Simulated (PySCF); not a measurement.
ClF3HNW, SMILES [W]([Cl])([F])([F])(=[NH])[F], multiplicity 1.

The structure is a stationary point at PBE-D3(BJ)/def2-SVP. The multiplicity is an assumed one; no other spin state was optimised. The structure was generated by enumeration; whether it is a known compound was not checked. The def2 effective core potentials stand for the cores of W; spin–orbit coupling is left out.

Level of theory: PySCF 2.14.0 with PBE-D3(BJ)/def2-SVP.

Frequencies are harmonic and unscaled.

Computed normal modes with their intensities:
```
mode  ν (cm⁻¹)  IR (km/mol)  moving atoms (share of kinetic energy)
----  --------  -----------  --------------------------------------
1           97          0.0                         F 75 %, Cl 21 %
2          178          2.7                 F 49 %, Cl 38 %, W 13 %
3          204         11.7         F 61 %, W 13 %, N 13 %, Cl 11 %
4          225         10.9                          F 77 %, W 17 %
5          253          4.1                  N 46 %, F 28 %, H 13 %
6          276          3.1                  N 51 %, F 27 %, H 18 %
7          305          2.5                                  F 95 %
8          377         42.7                         Cl 82 %, W 15 %
9          473        135.0                          H 77 %, N 21 %
10         517        145.8                          H 80 %, N 19 %
11         635         47.4                                  F 95 %
12         675        170.4                          F 83 %, W 16 %
13         681         88.1                                  F 94 %
14        1054         69.5                           N 84 %, W 8 %
15        3587        315.5                                  H 92 %
```
